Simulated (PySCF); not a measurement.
## Dipole moment and polarisability of `CO[SiH2][SiH2][SiH2][SiH3]`

CH₁₂OSi₄.
Geometry (GFN2-xTB, Å), atoms numbered from 1 in this order:
```xyz
18
CH12OSi4 angstrom
C     -2.0452    1.4202   -0.1700
O     -1.1985    0.3163   -0.2171
Si    -1.6024   -1.2023   -0.6682
Si     0.4741   -2.1289   -0.3711
Si     2.0347   -0.5973    0.4284
Si     1.8886    1.4924   -0.5555
H     -2.8918    1.2320    0.4948
H     -1.4769    2.2731    0.2009
H     -2.4315    1.6523   -1.1650
H     -2.1760   -1.1732   -2.0245
H     -2.7260   -1.6732    0.1600
H      0.3467   -3.3320    0.4701
H      0.9331   -2.7042   -1.6491
H      3.4082   -1.1209    0.2969
H      1.8846   -0.4678    1.8907
H      3.1942    2.0814   -0.8765
H      1.1508    1.4588   -1.8216
H      1.2242    2.4798    0.3004
```

Level: wB97X-D/def2-SVPD (PySCF), static field, nuclei fixed, core orbitals frozen in the response. The polarisability tensor in these axes (au):

```
x   142.72   5.17   6.58
y     5.17 141.59  -2.10
z     6.58  -2.10 110.28
```

Q: Give the principal values, the mean and the anisotropy Δα = √{½[(α1 − α2)² + (α2 − α3)² + (α1 − α3)²]}.

A: Principal values 108.71, 138.17 and 147.71 au; mean 131.53 au = 19.49 Å³ = 21.69 × 10⁻⁴⁰ C²·m²/J; Δα = 35.21 au (27 % of the mean).

Q: What is the dipole moment, and where does it point?

A: (-1.18, 0.41, 0.01) D, 1.25 D in size, pointing from the negative to the positive side. Measured along this direction, the outermost atoms are H14 at the negative end and H7 at the positive end.

Q: What would n − 1 = 2πNα be for an ideal gas of these molecules at 400 K and 1 atm, electronic part alone?

A: N = p/kT = 1.8347 × 10¹⁹ cm⁻³, so n − 1 = 2π × N × 19.49 × 10⁻²⁴ cm³ = 2247 × 10⁻⁶ at long wavelengths, for an ideal gas.

Q: Molar refractivity from α?

A: Lorentz–Lorenz: R = (4π/3)N_A α = 2.5225 cm³/(mol·Å³) × 19.49 Å³ = 49.2 cm³/mol, in the limit of long wavelengths.

Q: Sum over states: ᾱ = Σ f/ω², ω in Eh. What share falls to these 8 lowest TDDFT singlets (eV, f)? 6.42, 0.1409; 6.59, 0.0054; 6.67, 0.0159; 6.97, 0.0429; 7.19, 0.0842; 7.20, 0.0494; 7.51, 0.0155; 7.57, 0.0197.

A: They add up to 5.92 au, 4.5 % of the 131.53 au; the largest single term is 2.53 au, from the state at 6.42 eV. Terms in order: 2.53, 0.09, 0.26, 0.66, 1.21, 0.71, 0.20, 0.25 au. Higher excitations give the rest. The strengths listed sum to 0.374.

Q: How large is μ²/3kT at 400 K beside α?

A: In Gaussian units μ²/3kT = 9.38 Å³ against 19.49 Å³, a ratio of 0.48; the Debye molar polarisation (4π/3)N_A(α + μ²/3kT) is 72.8 cm³/mol, leaving out the vibrational part.

Q: Find the Langevin capture rate constant for O2+ (31.990 u) meeting this molecule (151.997 u), k = 2.342 × 10⁻⁹ cm³/s × √(α in Å³ / reduced mass in u).

A: The reduced mass is 26.43 u, so k = 2.01 × 10⁻⁹ cm³/s. The formula leaves out the permanent dipole, which adds to the capture rate.

One conformer (not necessarily the lowest) at the GFN2-xTB geometry, without solvent, vibrations or thermal averaging.

The pairwise dispersion term of wB97X-D wasn't added to the energies; at a given geometry it leaves orbitals and properties as they are.
